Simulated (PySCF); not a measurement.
A structure optimised at PBE-D3(BJ)/def2-SVP, used in a PySCF frequency run:

```xyz
7

O     -1.0260     1.5931     0.9989
Si    -0.7427     0.0836     0.3905
F     -1.8537    -0.3516    -0.7113
F     -0.9131    -0.9064     1.6598
Se     1.2450    -0.1552    -0.6739
H     -0.7935     2.3259     0.4019
H      1.9706     0.3585     0.5170
```
Charge 0, spin multiplicity 1.

### Question
Write its SMILES and formula.

### Answer
O[Si](F)(F)[SeH], F2H2OSeSi

### Question
What are its rotational constants (standard atomic weights)?

### Answer
3.8316, 1.4237, 1.3990 GHz
